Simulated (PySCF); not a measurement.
methylcyclobutane (C5H10), SMILES C1CC(C1)C. Atoms are numbered in the order given.

```xyz
15

C      1.9181     0.1454     0.0000
C      0.5067    -0.4146     0.0000
C     -0.4997     0.0653    -1.0811
C     -1.6092     0.0665     0.0000
C     -0.4997     0.0653     1.0811
H      2.4808    -0.1821    -0.8902
H      1.9037     1.2485     0.0000
H      2.4808    -0.1821     0.8902
H      0.5436    -1.5180     0.0000
H     -0.6419    -0.5691    -1.9699
H     -0.2597     1.0873    -1.4184
H     -2.1810    -0.8748     0.0000
H     -2.3224     0.9048     0.0000
H     -0.2597     1.0873     1.4184
H     -0.6419    -0.5691     1.9699
```
Charge 0, spin multiplicity 1.

Geometry: B3LYP-D3(BJ)/def2-SVP.

Computed with SMD-PBE0/def2-SVP (PySCF).

Solvation free energies are E(SMD) − E(gas) at the gas-phase geometry, for 1 M in both phases. In vacuum the dipole moment is 0.11 D.

Rank water, chlorobenzene, 2-propanol by solvation free energy, most negative first.

chlorobenzene (-3.6 kcal/mol), 2-propanol (-2.7 kcal/mol), water (1.6 kcal/mol)
